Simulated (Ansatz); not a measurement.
Gas-phase electronic energies from Ansatz, PBE0-D4/def2-TZVP geometries. CBS: MP2 limit from def2 TZ/QZ plus the TZ coupled-cluster correction, frozen cores. Functionals use def2-TZVPP. B3LYP here is the variant with VWN-RPA as its local correlation; programs differ in this. Elements past krypton have def2 core potentials. For I outer-core shells are correlated without core-valence functions, which leaves a few kJ/mol of doubt a bond. One conformer a species, not always the lowest.

`IB1C[SiH2]1` + `C=NC` → `C/N=C\B1C[SiH2]1` + HI  (formal exchange of groups at a B–I bond)

| level | ΔE (kJ/mol) | difference from CCSD(T)/CBS |
| --- | --- | --- |
| PBE-D4 | 63.5 | -9.6 |
| r2SCAN-D4 | 65.2 | -7.9 |
| PBE0-D4 | 66.2 | -6.9 |
| B3LYP-D4 | 64.3 | -8.8 |
| ωB97X-V | 66.2 | -6.9 |
| PBE | 65.2 | -7.9 |
| r2SCAN | 66.5 | -6.6 |
| PBE0 | 67.9 | -5.2 |
| B3LYP | 66.3 | -6.8 |
| HF/def2-TZVPP | 75.7 | 2.6 |
| SCS-MP2/def2-TZVPP | 76.3 | 3.2 |
| CCSD/def2-TZVPP | 70.5 | -2.6 |
| MP2/def2-QZVPP | 79.9 | 6.8 |
| SCS-MP2/def2-QZVPP | 77.5 | 4.4 |
| MP2/CBS(def2) | 81.2 | 8.1 |
| CCSD/CBS(def2) | 73.1 | 0.0 |
| CCSD(T)/CBS | 73.1 | 0 |

Largest T1 diagnostic among the species: 0.014.
